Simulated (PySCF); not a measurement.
# Br²⁺: ionisation energy

Br²⁺ [Ar] 3d10 4s2 4p3 (4S) → Br³⁺ [Ar] 3d10 4s2 4p2 (3P), as a difference of total energies. Calculation: PySCF 2.14, in def2-SVP (5s4p3d, 32 functions); no relativity, point nucleus. Correlated levels: valence: [Ar] 3d10 frozen. The calculations carry no spin-orbit coupling.

```csv
method,ionisation energy (eV),difference from reference (eV)
UHF,34.555,-0.316
MN15,35.244,+0.373
PBE0,35.183,+0.312
MP2 (valence),34.926,+0.055
SCS-MP2 (valence),34.791,-0.080
CCSD (valence),34.863,-0.008
CCSD(T) (valence),34.867,-0.004
```

Reference: 34.871 ± 0.019 eV (measured; NIST Atomic Spectra Database, ionization energies).

These non-relativistic numbers lack the scalar-relativistic shift.

The reference lies between the lowest fine-structure levels, while these numbers refer to the centres of the terms.

Errors of the correlated levels include the incompleteness of this basis and the frozen core.
